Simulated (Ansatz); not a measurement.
Cr3⁺, relaxed as a sextet with UKS r2SCAN-D4/def2-TZVP in Ansatz, starting from the r2SCAN-D4/def2-TZVP geometry of the neutral septet. Force threshold 0.02 eV/Å.

The relaxed charge 1 sextet is spin-contaminated (final ⟨S²⟩ up to 13.55, 8.75 for a pure state). The relaxation made no stability test and no search for a lower SCF solution. The structure comes from a short search, and lower isomers may exist.

Start:

```tsv
atom	x (Å)	y (Å)	z (Å)
Cr1	0.3362	1.4668	-0.8003
Cr2	0.8771	-0.9616	1.1004
Cr3	-1.2133	-0.5052	-0.3001
```

Estimate the energy that the relaxation releases and the steps that it takes.

0.09 eV, in 5 steps; 24 s on 4 threads of Arm Neoverse V1 on a shared host. No frequencies were taken in this run, so the end may be a saddle point.

Does the start keep its bonding and symmetry?

By distances, no bond broke or formed. The bond that changes most is Cr1–Cr2, from 3.13 to 2.85 Å (atoms count from 1). Point group C2v at the start, C2v at the end, both within 0.05 Å.

Predict the relaxed structure.


```xyz
3

Cr    0.415    1.382   -0.702
Cr    0.908   -0.831    1.029
Cr   -1.323   -0.551   -0.327
```
Bond lengths (bridged metal pairs left out): 3 × Cr–Cr 2.63 to 2.85 Å.
